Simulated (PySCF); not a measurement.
Isomers of C9H16, from PBE0-D3(BJ)/def2-SVP geometry optimisation, gas phase in PySCF 2.14.0. One conformer each, no zero-point energy, no frequencies.

Task: Which is lower in electronic energy at this level?
A. `[CH3:1][C@@H:2]1[CH2:3][CH2:4][C@H:5]2[CH2:6][CH2:7][CH2:8][C@@H:9]12` with C1–C2–C3–C4 -166°, C2–C3–C4–C5 40°, C3–C4–C5–C6 -140°, C4–C5–C6–C7 91°: A = 2537, B = 1504, C = 1094 MHz, dipole 0.03 D
B. `[CH2:1]1[CH2:2][CH2:3][C:4]2([CH2:5]1)[CH2:6][CH2:7][CH2:8][CH2:9]2` with C5–C1–C2–C3 7°, C1–C2–C3–C4 19°, C2–C3–C4–C5 -38°, C3–C4–C5–C1 43°: A = 3225, B = 1190, C = 1146 MHz, dipole 0.04 D

Result: A. That is `C[C@@H]1CC[C@H]2CCC[C@H]21`, 4.5 kcal/mol below the other.

```json
{"SMILES": "C[C@@H]1CC[C@H]2CCC[C@H]21", "mapped SMILES": "[CH3:1][C@@H:2]1[CH2:3][CH2:4][C@H:5]2[CH2:6][CH2:7][CH2:8][C@@H:9]12", "E (Eh)": "-351.95545", "relative (kcal/mol)": "0.0", "relative (kJ/mol)": "0.0", "dipole (D)": "0.03"}
{"SMILES": "C1CCC2(C1)CCCC2", "mapped SMILES": "[CH2:1]1[CH2:2][CH2:3][C:4]2([CH2:5]1)[CH2:6][CH2:7][CH2:8][CH2:9]2", "E (Eh)": "-351.94833", "relative (kcal/mol)": "4.5", "relative (kJ/mol)": "18.7", "dipole (D)": "0.04"}
```

As drawn, the higher has a quaternary carbon, which the lower lacks.
